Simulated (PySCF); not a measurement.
# One molecule, several mistakes: AlBH6NSi

These are calculations, not measurements. They come from PySCF 2.14.0, an open-source quantum chemistry program, on an isolated molecule that a program drew, which may never have been made. The molecule is AlBH6NSi (charge 0, doublet), drawn as the SMILES string `N[B]([AlH])[SiH3]`.

Each row is a Hartree-Fock (HF) and frozen-core CCSD(T) single point in the cc-pV(D+d)Z basis, meant for a local HF minimum. Run 1 is clean. Each other run has one planted mistake out of seven kinds, and not every kind appears here: one electron removed, one electron added, multiplicity raised by two, geometry at a saddle point, minimal basis STO-3G, one bond length entered in bohr, all coordinates scaled. The reference is restricted for singlets and unrestricted otherwise, and also for a bond in bohr. Adding or removing an electron swaps singlet and doublet. Electrons count all cores. HOMO and LUMO are orbital energies over both spins, the gradient is its largest component, and the lowest frequency (negative if imaginary) is given only where the gradient is small. Bond lengths are over the 9 bonds as drawn. T1 is the CCSD diagnostic: over 0.02 (restricted) or 0.045 (unrestricted) a single reference is doubtful.

Geometry of the clean run:
```xyz
10
AlBH6NSi, angstrom
N    -2.4244    0.0499   -1.1848
B    -1.3125    0.5291   -0.4918
Al   -1.3713    0.9428    1.6482
Si    0.4003    0.8890   -1.5657
H    -2.4259   -0.1220   -2.1711
H    -3.3087   -0.1480   -0.7627
H    -0.3900    0.1818    2.6564
H     0.1844    0.7789   -3.0376
H     1.4703   -0.0753   -1.1945
H     0.9295    2.2531   -1.2911
```

```
run,electrons,basis functions,<S^2>,HOMO (eV),LUMO (eV),gradient (hartree/bohr),lowest frequency (cm^-1),mean bond (Å),longest bond (Å),T1,HF (hartree),CCSD(T) (hartree),mistake
1,45,104,0.764,-7.28,0.72,8.0e-06,74,1.5219,2.180,0.0183,-613.46627,-613.94383,no fault
2,46,104,0.000,-0.16,5.95,2.4e-02,-,1.5219,2.180,0.0191,-613.44316,-613.95343,one electron added
3,45,104,0.765,-7.40,0.64,3.6e-02,-,1.5858,2.272,0.0195,-613.45250,-613.93465,?
4,45,104,3.762,-5.85,-0.89,5.4e-02,-,1.5219,2.180,0.0275,-613.36830,-613.83390,?
```

**Which mistake was planted in run 3, and what did it cost?**

The mean and the longest bond both change by the same factor, 1.042, and the gradient is no longer small. So the mistake is: all coordinates scaled. Subtracting run 1 and multiplying by 627.51 kcal/mol a hartree, the energy moved by 8.6 kcal/mol in HF and 5.8 kcal/mol in CCSD(T).

**Which mistake was planted in run 4, and what did it cost?**

Electrons, basis and geometry are unchanged, and <S^2> is 3.762, beside S(S+1) = 3.75 for a multiplicity of 4. So the mistake is: multiplicity raised by two. Subtracting run 1 and multiplying by 627.51 kcal/mol a hartree, the energy moved by 61.5 kcal/mol in HF and 69.0 kcal/mol in CCSD(T).

